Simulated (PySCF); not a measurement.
# TlP and its ions

UHF; Tl def2-SVP with ECP60, P def2-SVP; scalar-relativistic core potentials (PySCF 2.14). Neutral (UHF): triplet (π ↑↑), Re = 2.772 Å, ωe = 223 cm⁻¹, De = 0.57 eV, HOMO -6.58 eV, LUMO 0.22 eV.

TlP⁺ (UHF): quartet (σ ↑, π ↑↑), Re = 3.676 Å, ωe = 56.1 cm⁻¹. The energies at the minima are -512.13182 hartree for TlP and -511.93186 for TlP⁺.

Work out the adiabatic ionisation energy, without and with harmonic zero-point energies (1 hartree = 27.2114 eV, 1 eV = 8065.5 cm⁻¹), and the change of the bond length.

At UHF: 0.19996 hartree = 5.441 eV between the minima; the zero-point term (56.1 − 223.0)/2 cm⁻¹ = -0.010 eV makes it 5.431 eV. Re changes by +90.4 pm against the neutral. The electron leaves a σ orbital, and the ion is left as a loose complex of an ion and an atom.

Spin–orbit coupling is left out, which matters for elements this heavy, above all for dissociation energies. Hartree–Fock leaves out correlation, which carries a large part of most bond energies and some tenths to 1 eV of ionisation energies. States were picked by a PBE0 search and need not be the measured ground states.
